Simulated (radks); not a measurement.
Results of a calculation; reference values are marked as such.
Spherical quantum dot in the effective-mass picture: electrons in a parabolic well V = omega^2 r^2 / 2 with omega = 2.91, all in effective atomic units (hartree* = m*/eps^2 hartree, bohr* = eps/m* bohr), one dielectric constant everywhere. Level of theory: non-relativistic Kohn-Sham, PBE, spin-polarised, spherical densities (a radial shooting solver with Libxc functionals). Levels are named by radial order and angular momentum (1s, 1p, 1d, 2s, ...), and open shells are averaged over m. Results are scaled to m* = 0.496 and eps = 13.8, for which hartree* = 70.87 meV and bohr* = 1.472 nm.

N = 23, configuration 1s2 1p6 1d10 2s2 1f(up 3, down 0). This is the lowest configuration that the search found. Occupied and some empty levels:

level,occupation,eigenvalue (meV),<r> (nm)
1s up,1,1622.8,1.301
1s down,1,1624.9,1.291
1p up,3,1739.4,1.656
1p down,3,1743.4,1.648
1d up,5,1867.3,1.912
1d down,5,1872.5,1.907
2s up,1,1887.1,1.697
2s down,1,1891.1,1.700
1f up,3,2005.1,2.118
1f down,0,2011.1,2.116
2p up,0,2035.8,1.918
2p down,0,2039.7,1.922
1g up,0,2151.6,2.295
1g down,0,2157.8,2.295
2d up,0,2189.7,2.125
2d down,0,2193.4,2.129

Energy (meV): total 28856.1, kinetic 5104.4, external 11342, Hartree 13739, exchange-correlation -1329.1.

Electron density:

r (nm),n(r) (e/nm^3)
0.0755,0.6737
0.265,0.6379
0.455,0.5772
0.645,0.5164
0.834,0.4764
1.02,0.4640
1.21,0.4691
1.40,0.4715
1.59,0.4518
1.78,0.4008
1.97,0.3234
2.16,0.2346
2.35,0.1524
2.54,0.08784
2.73,0.04500
2.92,0.02054
3.11,0.008350
3.30,0.003022
3.49,0.0009737
3.68,0.0002812
